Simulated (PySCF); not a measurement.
Species: C5H8FN.
SMILES with atom numbers: `[CH3:1]/[N:2]=[C:3]1/[CH2:4][CH2:5][C@@H:6]1[F:7]` (hydrogens: H8, H9, H10 on C1; H11, H12 on C4; H13, H14 on C5; H15 on C6)

The closed-shell SCF was solved with PySCF and density fitting under several settings on one GFN2-xTB geometry (grid level 2 and gas phase unless stated).

| settings | basis functions | SCF cycles | E (Eh) | HOMO (eV) | LUMO (eV) | dipole (D) |
| --- | --- | --- | --- | --- | --- | --- |
| PBE0/pcSseg-1 | 159 | 14 | -349.4570 | -6.93 | -0.47 | 1.47 |
| PBE0/def2-SVPD | 207 | 14 | -349.2618 | -7.00 | -0.63 | 1.59 |
| PBE0/pcSseg-1, fitting basis def2-qzvpp-jkfit | 159 | 10 | -349.4570 | -6.93 | -0.47 | 1.47 |

Question: Estimate the row for these settings: PBE/pcseg-1, start guess atom.

Answer: 
```csv
settings,basis functions,SCF cycles,E (Eh),HOMO (eV),LUMO (eV),dipole (D)
"PBE/pcseg-1, start guess atom",138,12,-349.4009,-5.44,-1.50,1.32
```

Question: Over all rows, what range does the HOMO–LUMO gap span?

Answer: From 3.94 eV to 6.46 eV.

Question: And the dipole moment?

Answer: From 1.32 D (PBE/pcseg-1, start guess atom) to 1.59 D (PBE0/def2-SVPD); the largest is 1.20 times the smallest, and the median is 1.47 D.

Question: Compare two rows with the functional PBE0: PBE0/pcSseg-1, fitting basis def2-qzvpp-jkfit and PBE0/def2-SVPD. Which energy is lower, and by how much?

Answer: PBE0/pcSseg-1, fitting basis def2-qzvpp-jkfit (159 functions) lies 0.1952 Eh or 122 kcal/mol below PBE0/def2-SVPD (207 functions). The smaller set gives the lower energy; the two sets aren't nested, so the variational bound doesn't order them by size.

Whole jobs, the steps after the SCF included, on an AMD EPYC 9R14 with one thread, no GPU, shared host:

```
                                     settings                                                                                    work after the SCF  wall time  peak memory
                                PBE0/pcSseg-1    shieldings, ring-centre shieldings, charges and field gradients, density and orbital grids written       16 s     0.73 GiB
                               PBE0/def2-SVPD  6 singlets by full TDDFT, 2 Tamm–Dancoff triplets, polarisability, density and orbital grids written       22 s     0.85 GiB
PBE0/pcSseg-1, fitting basis def2-qzvpp-jkfit                                       shieldings, ring-centre shieldings, charges and field gradients       12 s     0.73 GiB
                PBE/pcseg-1, start guess atom                          spin–spin couplings from 15 perturbed nuclei, spin–dipole term for 2 of them       14 s     0.50 GiB
```

Cycle counts include a coarse-grid stage where the run had one.

One conformer stands for the species.
